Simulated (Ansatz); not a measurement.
A run for Ansatz (a first-principles code): R-B3LYP/def2-TZVPPD on HF (SMILES F). The basis file is the Basis Set Exchange's JSON of that set.

Ansatz 0.2 input:
```yaml
crystal:
  periodic: [false, false, false]
  atoms:
    - {symbol: F, position_ang: [-0.00000000, 0.00000000, 0.46222970]}
    - {symbol: H, position_ang: [0.00000000, -0.00000000, -0.46222970]}
basis:
  gaussian:
    orbitals: def2-TZVPPD.json
hamiltonian:
  xc: {name: B3LYP}
scf: {lower_state_search: off}
```

The log:

```
WARN ansatz: RAYON_NUM_THREADS=4 ignored (pool sized by the plan → 4); use --threads N
Functional definition: B3LYP
these checks for a lower state are left out or cut short: stability, starts, cluster_reference, orbital_swaps, neighbouring_geometries, increment
integrals: 0.00 GiB planned
256 factors; their error is unknown
mean field: 0.10 GiB planned
mean field evaluation 1: about -2733.0341 eV, gradient 3.4e1 eV
mean field evaluation 2: about -2730.1899 eV, gradient 5.8e1 eV
mean field evaluation 4: about -2734.6062 eV, gradient 1.8e-1 eV
mean field evaluation 8: about -2734.6136 eV, gradient 7.0e-4 eV
mean field -2734.61356434 eV, -100.4951949019 hartree, gradient 6.9e-6 eV, S^2 0.000000; 0 other end points of the search recorded, 0 dependent functions left out
reference -2734.61373973 eV, -100.4952013472 hartree; 5, 5 occupied and 52, 52 virtual orbitals, 256 factors
Total energy: -2734.61373973 eV, -100.4952013472 hartree
Checks for a lower state left out: stability, starts, cluster_reference, orbital_swaps, neighbouring_geometries, increment
```

Self-consistency was reached.

Cost: very roughly 0.3 core-seconds.
